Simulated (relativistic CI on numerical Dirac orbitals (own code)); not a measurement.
# Ti4+ in a cubic cluster: L2,3 absorption with charge transfer

Computed with a charge-transfer multiplet model of a cubic metal-ligand cluster with up to 2 ligand holes, Slater and spin-orbit integrals from Dirac-Coulomb-Breit ions, Slater integrals scaled by 0.7. The ground state mixes d0 with configurations of k ligand holes L, whose averages lie at kΔ + k(k − 1)U_dd/2; a core hole lowers each added d electron by U_cd. 20 K, Lorentzian 0.4 eV and Gaussian 0.3 eV FWHM.

Atomic integrals in eV (Slater integrals scaled, ζ unscaled), ground: F2dd 5.756, F4dd 3.579, zeta_d 0.013; with the core hole: F2dd 5.756, F4dd 3.579, zeta_d 0.032, zeta_core 3.741, F2cd 4.433, G1cd 3.312, G3cd 1.881. Where a configuration has fewer than two d electrons, the dd integrals are those of d2.

Cluster parameters (eV): U_dd = 5.4, U_cd = 6.1, 10Dq = 0.55, 10Dq(ligand) = 0.3, V(eg) = 3.65, V(t2g) = -1.55, final-state hopping factor = 0.8.

```tsv
Case	n_d	d0	d1L	d2L2	S
Δ = -1.9 eV	1.07	0.19	0.55	0.26	0.00
Δ = 0.1 eV	0.94	0.26	0.54	0.20	0.00
Δ = 1.1 eV	0.88	0.29	0.53	0.17	0.00
```

Weights, n_d and S are thermal averages at 20 K. Photon energies count from the first peak over 30 % of the highest in each spectrum, which can be another peak from case to case. The parameters are a model scan and need not match a compound or its usual spin state. Peaks in eV (height, largest 100):
- Δ = -1.9 eV: -1.7 (26), 0.0 (100), 1.2 (11), 3.3 (26), 5.3 (66), 5.8 (81)
- Δ = 0.1 eV: -1.7 (23), 0.0 (100), 3.7 (34), 5.6 (77)
- Δ = 1.1 eV: -1.8 (22), 0.0 (100), 3.7 (35), 5.3 (82)

Curve for Δ = 1.1 eV (points under 2 left out, the grid thinned):

(E (eV), Intensity): (-3.5, 2.1), (-3.2, 3.0), (-3.0, 3.1), (-2.7, 4.5), (-2.4, 5.1), (-2.1, 10.8), (-1.9, 19.4), (-1.6, 18.3), (-1.3, 9.3), (-1.1, 7.5), (-0.8, 10.0), (-0.5, 22.6), (-0.3, 50.3), (0.0, 100.0), (0.3, 44.5), (0.6, 14.6), (0.8, 8.9), (1.1, 5.8), (1.4, 4.9), (1.6, 5.2), (1.9, 6.9), (2.2, 9.0), (2.5, 10.9), (2.7, 12.1), (3.0, 15.5), (3.3, 21.6), (3.5, 29.8), (3.8, 33.6), (4.1, 24.0), (4.3, 20.3), (4.6, 24.0), (4.9, 48.0), (5.2, 81.1), (5.4, 77.2), (5.7, 62.4), (6.0, 39.1), (6.2, 26.3), (6.5, 15.0), (6.8, 7.1), (7.0, 4.8), (7.3, 3.3), (7.6, 2.7), (7.9, 2.6), (8.1, 2.3), (9.0, 2.0)

A d0 ion has no d-d gap: its lowest excitations are ligand-to-metal charge transfer. With the core hole the configuration with one ligand hole lies at Δ + U_dd − U_cd = -2.6, -0.6, 0.4 eV from the one without, in the order of the table; where this is negative the screened configuration lies lower, though the effective hopping of about 6.1 eV (from the holes of the mixed ground state) mixes the two strongly wherever it is as large as the gap.

With at most 2 ligand holes the space is cut while the next configuration still counts, so covalency is underestimated, and a final configuration with one more ligand hole, which can lie low, is missing from the spectra.
